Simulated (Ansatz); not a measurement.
`BC1C[SiH2]1` + HCl → `ClC1C[SiH2]1` + BH₃  (substitution at a C–B bond)

Computed with Ansatz on PBE0-D4/def2-TZVP structures; ΔE is electronic, products minus reactants. CCSD(T)/CBS is the MP2 limit (def2-TZVPP, def2-QZVPP) plus CCSD(T) − MP2 in def2-TZVPP, frozen cores. This one scheme is used for every species.

```json
{"species": "`BC1C[SiH2]1`", "CCSD(T)/CBS(def2) energy (Eh)": "-394.14423"}
{"species": "HCl", "CCSD(T)/CBS(def2) energy (Eh)": "-460.38127"}
{"species": "`ClC1C[SiH2]1`", "CCSD(T)/CBS(def2) energy (Eh)": "-827.92017"}
{"species": "BH₃", "CCSD(T)/CBS(def2) energy (Eh)": "-26.55200"}
```

Q: Work out ΔE.

A: ΔE = (-827.92017) + (-26.55200) − (-394.14423) − (-460.38127) = 0.05333 Eh = +140.0 kJ/mol.

Largest T1 diagnostic among the species: 0.011.

In def2-TZVPP, CCSD(T) changes the Hartree–Fock value by +33.4 kJ/mol (the triples alone add +4.5 kJ/mol) and MP2 by +37.2 kJ/mol. From BLYP to BHLYP (50 % exact exchange), in def2-TZVPP and without D4, ΔE moves by −3.3 kJ/mol.
